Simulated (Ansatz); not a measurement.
System: C$_{3}$H$_{7}$Cl, charge 0, singlet. C3H7Cl (2-chloropropane, SMILES CC(C)Cl).
B3LYP-D3(BJ)/def2-TZVP minimum from Ansatz (a quantum-chemistry and plane-wave program):
```xyz
11

C     -1.0110    -1.3096    -0.1163
C      0.0266    -0.2759    -0.5061
C      1.4538    -0.7411    -0.2964
Cl    -0.2545     1.2498     0.4621
H     -0.9023    -1.5876     0.9329
H     -0.8774    -2.2069    -0.7262
H     -2.0213    -0.9336    -0.2716
H     -0.1216     0.0401    -1.5375
H      1.6232    -1.0052     0.7483
H      1.6417    -1.6259    -0.9103
H      2.1671     0.0324    -0.5778
```
Charge 0, spin multiplicity 1.

Atomisation energy term by term, kcal/mol (programs: Ansatz). Radicals and triplets start from unrestricted determinants; spin-orbit coupling is neglected. Cores are frozen in correlated methods. Rows without X2C or -DK are non-relativistic. CBS(X,Y): correlation extrapolated as X^-3, Hartree-Fock from the larger set. A bracket is a step between two methods taken in the basis named. 'core' is core correlation in cc-pwCVTZ (1s frozen past Ne), 'X2C' scalar relativity in cc-pVTZ-DK, both at CCSD(T). Where a partner has so few electrons that a lower coupled-cluster level is exact, that level stands in.

```tsv
term	basis	kcal/mol
Hartree-Fock	cc-pV(Q+d)Z	748.68
CCSD correlation	CBS(cc-pV(T+d)Z,cc-pV(Q+d)Z)	226.05
(T)	CBS(cc-pV(T+d)Z,cc-pV(Q+d)Z)	13.55
CCSDT(Q) - CCSD(T)	cc-pV(D+d)Z	0.40
core correlation	cc-pwCVTZ	3.56
scalar relativity	X2C, cc-pVTZ-DK	-0.76
sum: De		991.5
```
